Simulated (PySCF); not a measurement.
SrF, SMILES [F][Sr+], charge +1.

Geometry optimised at B3LYP-D3(BJ)/def2-TZVPD. The spin state was assumed, not searched. The def2 effective core potentials stand for the cores of Sr; spin–orbit coupling is left out.

All values below come from PySCF with TDA-PBE/def2-TZVPD.

Vertical excitations; the highest root listed may be one member of a degenerate set. Gas-phase values at a fixed geometry. State labels are in the subgroup C2v.

Computed excitation energies, oscillator strengths and character:
| state | symmetry | energy (eV) | λ (nm) | f | main pairs |
|---|---|---|---|---|---|
| S1 | B2 | 5.17 | 240 | 0.004 | HOMO→LUMO (degenerate set) |
| S2 | B1 | 5.17 | 240 | 0.004 | HOMO−1→LUMO (degenerate set) |
| S3 | A1 | 5.27 | 235 | 0.013 | HOMO−2→LUMO 100 % |
| S4 | B2 | 6.53 | 190 | 0.000 | HOMO→LUMO+2, HOMO−1→LUMO+1 (degenerate set) |
| S5 | B1 | 6.53 | 190 | 0.000 | HOMO−1→LUMO+2, HOMO→LUMO+1 (degenerate set) |
| S6 | B2 | 6.59 | 188 | 0.004 | HOMO−1→LUMO+1, HOMO→LUMO+2 (degenerate set) |
| S7 | B1 | 6.59 | 188 | 0.004 | HOMO→LUMO+1, HOMO−1→LUMO+2 (degenerate set) |
| S8 | A1 | 6.64 | 187 | 0.000 | HOMO−2→LUMO+2 (degenerate set) |
| S9 | A2 | 6.64 | 187 | 0.000 | HOMO−2→LUMO+1 (degenerate set) |
| S10 | A2 | 7.08 | 175 | 0.000 | HOMO−1→LUMO+4 50 %, HOMO→LUMO+3 50 % |
| T1 | B1 | 5.13 | 242 | 0 | HOMO−1→LUMO (degenerate set) |
| T2 | B2 | 5.13 | 242 | 0 | HOMO→LUMO (degenerate set) |
| T3 | A1 | 5.18 | 239 | 0 | HOMO−2→LUMO 100 % |
| T4 | B1 | 6.51 | 190 | 0 | HOMO−1→LUMO+2 50 %, HOMO→LUMO+1 50 % |
Triplets are in the Tamm–Dancoff approximation.
